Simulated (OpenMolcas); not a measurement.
## Pr3+: moving or changing the point charges

Pr3+ among 6 point charges of -1 e arranged as a tetragonal octahedron (D4h), 2.33 Å from the ion, with the axial distance 2.213 Å.
```
   2.3300    0.0000    0.0000  -1.00
   0.0000    2.3300    0.0000  -1.00
  -2.3300    0.0000    0.0000  -1.00
   0.0000   -2.3300    0.0000  -1.00
   0.0000    0.0000    2.2135  -1.00
   0.0000    0.0000   -2.2135  -1.00
```

```yaml
Program: OpenMolcas 26.06
Method: "SS-CASPT2, IPEA 0.25 Eh, imaginary shift 0.1 Eh (closed shells correlated: 5s 5p)"
Basis: ANO-RCC-VDZP [7s6p4d2f1g]
Scalar_Hamiltonian: DKH2, point nucleus
Active_space: 2 electrons in 7 orbitals (4f)
State_averaging: 2S+1 = 3 even, 21 roots; 2S+1 = 1 even, 27 roots kept (CI in the orbitals of an earlier block)
Spin-orbit_coupling: RASSI with atomic mean-field integrals over the reference wave functions
```

Runs around this geometry, states (labels of D4, the rotations of D4h). Energies in cm-1 above the lowest state or level, χT in cm3 K/mol.

```json
{"R (Å)": "2.33", "q (e)": "-0.5", "Ground state": "3E", "First state of that spin": "3A2 180", "First gap with spin-orbit (degeneracies)": "21 (1, 1)", "Width of lowest J": "352", "χT at 300 K": "1.603"}
{"R (Å)": "2.33", "q (e)": "-1", "Ground state": "3E", "First state of that spin": "3A2 270", "First gap with spin-orbit (degeneracies)": "38 (1, 1)", "Width of lowest J": "660", "χT at 300 K": "1.518"}
{"R (Å)": "2.57", "q (e)": "-1", "Ground state": "3E", "First state of that spin": "3A2 240", "First gap with spin-orbit (degeneracies)": "17 (1, 1)", "Width of lowest J": "454", "χT at 300 K": "1.580"}
{"R (Å)": "2.72", "q (e)": "-1", "Ground state": "3E", "First state of that spin": "3E 220", "First gap with spin-orbit (degeneracies)": "11 (1, 1)", "Width of lowest J": "369", "χT at 300 K": "1.602"}
```

Taking the width of the lowest J multiplet as R^-n, n = -ln(369 / 660) / ln(2.72 / 2.33) = 3.8 between the shortest and longest distance.

Scaling the charges by -0.5 / -1 = 0.50 scales the width of the lowest J multiplet by 352 / 660 = 0.53; with fixed orbitals a first-order splitting would follow the charge.

Point charges carry no covalency, so the field is a model and not that of real ligands. No measured value stands beside these numbers.
